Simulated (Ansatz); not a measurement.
Species, as SMILES: N#P (N-P).
Atoms: N1, P2. Bonds: N1-P2.

Basis-set convergence of the highest harmonic wavenumber at HF with Ansatz (a first-principles code). Each level at its own minimum, finite differences of forces, unscaled; the reference is a large set that could be run, not a limit. All functions are spherical. The program fits the integrals of some runs and decomposes those of others, by size. A restricted Hartree-Fock determinant is unstable towards unrestricted orbitals. No added dispersion term, no relativity. Reference: the value in aug-cc-pV(Q+d)Z, 1593 cm⁻¹. Deviations are taken from unrounded values.

```json
[
 {"basis": "pcseg-0", "functions": "22", "highest harmonic wavenumber (cm⁻¹)": "1443", "minus reference (cm⁻¹)": "-150"},
 {"basis": "cc-pV(D+d)Z", "functions": "37", "highest harmonic wavenumber (cm⁻¹)": "1587", "minus reference (cm⁻¹)": "-6"},
 {"basis": "aug-pcseg-1", "functions": "50", "highest harmonic wavenumber (cm⁻¹)": "1583", "minus reference (cm⁻¹)": "-10"},
 {"basis": "aug-cc-pV(D+d)Z", "functions": "55", "highest harmonic wavenumber (cm⁻¹)": "1572", "minus reference (cm⁻¹)": "-21"},
 {"basis": "6-311++G(2d,2p)", "functions": "62", "highest harmonic wavenumber (cm⁻¹)": "1587", "minus reference (cm⁻¹)": "-6"},
 {"basis": "pcseg-2", "functions": "64", "highest harmonic wavenumber (cm⁻¹)": "1593", "minus reference (cm⁻¹)": "0"},
 {"basis": "def2-TZVP", "functions": "68", "highest harmonic wavenumber (cm⁻¹)": "1590", "minus reference (cm⁻¹)": "-2"},
 {"basis": "def2-TZVPD", "functions": "80", "highest harmonic wavenumber (cm⁻¹)": "1590", "minus reference (cm⁻¹)": "-3"},
 {"basis": "def2-TZVPPD", "functions": "85", "highest harmonic wavenumber (cm⁻¹)": "1590", "minus reference (cm⁻¹)": "-3"},
 {"basis": "6-311++G(3df,3pd)", "functions": "86", "highest harmonic wavenumber (cm⁻¹)": "1596", "minus reference (cm⁻¹)": "3"},
 {"basis": "cc-pCVTZ", "functions": "102", "highest harmonic wavenumber (cm⁻¹)": "1594", "minus reference (cm⁻¹)": "2"},
 {"basis": "cc-pV(Q+d)Z", "functions": "119", "highest harmonic wavenumber (cm⁻¹)": "1594", "minus reference (cm⁻¹)": "1"},
 {"basis": "pcseg-3", "functions": "124", "highest harmonic wavenumber (cm⁻¹)": "1593", "minus reference (cm⁻¹)": "0"}
]
```
